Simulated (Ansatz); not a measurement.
F₂Sn, charge +1, doublet (typed; the unrestricted solution is spin-contaminated), at a GFN2-xTB geometry (such geometries of metal compounds can be far from the true shape) (a state made from the parent by changing its charge; the spin is typed, not shown lowest) (core potentials on Sn); HF/def2-SVP (Ansatz, an electronic-structure program).

Here is a job for Ansatz.
Ansatz 0.2 input:
```yaml
crystal:
  periodic: [false, false, false]
  atoms:
    - {symbol: Sn, position_ang: [0.00000000, 0.00000000, 0.00000000]}
    - {symbol: F, position_ang: [-0.00000000, -0.00000000, -2.20886483]}
    - {symbol: F, position_ang: [0.00000000, 0.00000000, 2.20886483]}
basis:
  gaussian:
    orbitals: def2-SVP
hamiltonian:
  xc: hf
total_charge: 1
magnetization: {spin_polarized: true, initial_magnetization: 1}
accuracy: high
```

What the program printed (banner, timings and long lists left out):

```
Functional definition: HF
1095 factors; integrals over basis functions are off by at most 3.5e-9 eV
mean field evaluation 1: about -11189.8740 eV, gradient 5.5e1 eV
mean field evaluation 2: about -11189.8785 eV, gradient 5.5e1 eV
mean field evaluation 4: about -11202.0289 eV, gradient 4.5e0 eV
mean field evaluation 8: about -11203.0437 eV, gradient 1.6e-1 eV
mean field evaluation 16: about -11201.9184 eV, gradient 9.4e0 eV
mean field evaluation 32: about -11198.4467 eV, gradient 3.4e1 eV
mean field evaluation 64: about -11201.3863 eV, gradient 5.5e-1 eV
mean field evaluation 96: about -11199.8239 eV, gradient 2.9e0 eV
mean field evaluation 128: about -11200.8309 eV, gradient 6.3e0 eV
mean field -11203.04111570 eV, -411.7041673080 hartree, gradient 1.9e-8 eV, S^2 0.949074; 4 other end points of the search recorded, 0 dependent functions left out
reference -11203.04111570 eV, -411.7041673080 hartree; 20, 19 occupied and 34, 35 virtual orbitals, 1095 factors
Total energy: -11203.04111570 eV, -411.7041673080 hartree
```
